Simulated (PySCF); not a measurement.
B(I)(Me)(OH) (CH4BIO), SMILES CB(O)I.

Coordinates come from a PBE0-D3(BJ)/def2-SVP optimisation. The def2 effective core potentials stand for the cores of I; spin–orbit coupling is left out. Other conformers were not sampled.

Level of theory: TDDFT-CAM-B3LYP/def2-SVPD (PySCF).

Vertical excitations.  State labels are in the subgroup Cs.

```tsv
state	symmetry	energy (eV)	λ (nm)	f	main pairs
S1	A"	5.99	207	0.000	HOMO→LUMO+1 98 %
S2	A'	6.40	194	0.033	HOMO−1→LUMO+1 66 %, HOMO→LUMO+2 24 %
S3	A'	6.45	192	0.033	HOMO→LUMO+2 52 %, HOMO−1→LUMO+1 20 %, HOMO→LUMO 13 %
S4	A"	6.51	190	0.002	HOMO−1→LUMO+2 78 %, HOMO−1→LUMO+5 13 %
S5	A'	6.67	186	0.117	HOMO→LUMO 79 %
S6	A"	6.75	184	0.073	HOMO−1→LUMO 93 %
S7	A"	6.90	180	0.001	HOMO−2→LUMO+1 95 %
S8	A'	7.69	161	0.005	HOMO→LUMO+3 75 %
S9	A"	7.82	159	0.010	HOMO−1→LUMO+3 74 %, HOMO→LUMO+4 17 %
S10	A'	7.87	157	0.026	HOMO−2→LUMO 82 %
T1	A'	5.84	212	0	HOMO−1→LUMO+1 96 %
T2	A"	5.88	211	0	HOMO→LUMO+1 96 %
T3	A'	5.93	209	0	HOMO→LUMO+2 69 %, HOMO→LUMO+5 19 %
T4	A"	6.08	204	0	HOMO−1→LUMO+2 64 %, HOMO−1→LUMO+5 16 %
```
Triplets are in the Tamm–Dancoff approximation, which puts them higher than full response would, so one can lie above its singlet here.
